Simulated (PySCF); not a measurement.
BrHMoOS2, SMILES [Mo](=[S])(=[S])([Br])[OH], multiplicity 1.

Coordinates come from a B3LYP-D3(BJ)/def2-SVP optimisation. The geometry has at least one imaginary mode, so it is a saddle point at that level. The spin state was assumed, not searched. The def2 effective core potentials stand for the cores of Mo; spin–orbit coupling is left out. One conformer was computed; it need not be the lowest.

All values below come from TDDFT-PBE/def2-SVPD (PySCF 2.14.0).

Vertical excitations. Isolated molecule, no solvent. State labels are in the subgroup Cs.

Question: Estimate the UV-visible absorptions. (An estimate is asked for; the answer gives what the named calculation found.)

Answer: 
```
state  symmetry  energy (eV)  λ (nm)      f                                              main pairs
-----  --------  -----------  ------  -----  ------------------------------------------------------
S1           A"         2.36     526  0.009                                          HOMO→LUMO 91 %
S2           A'         2.44     508  0.001                                        HOMO→LUMO+1 98 %
S3           A"         2.89     429  0.001                                        HOMO−1→LUMO 98 %
S4           A"         3.05     407  0.002                                        HOMO→LUMO+2 91 %
S5           A'         3.21     387  0.005                                        HOMO−2→LUMO 91 %
S6           A'         3.36     369  0.013                                      HOMO−1→LUMO+1 78 %
S7           A"         3.49     356  0.003                  HOMO−2→LUMO+1 67 %, HOMO−1→LUMO+2 21 %
S8           A"         3.75     331  0.000  HOMO−1→LUMO+2 50 %, HOMO→LUMO+3 29 %, HOMO−4→LUMO 17 %
S9           A"         3.82     325  0.000                                        HOMO−4→LUMO 81 %
S10          A'         3.82     324  0.003                    HOMO−3→LUMO 68 %, HOMO−2→LUMO+2 18 %
T1           A"         1.87     663      0                                          HOMO→LUMO 98 %
T2           A'         2.18     569      0                                        HOMO→LUMO+1 98 %
T3           A"         2.67     465      0                                        HOMO−1→LUMO 88 %
T4           A'         2.69     460      0                                      HOMO−1→LUMO+1 92 %
```
Triplets are in the Tamm–Dancoff approximation, which puts them higher than full response would, so one can lie above its singlet here.
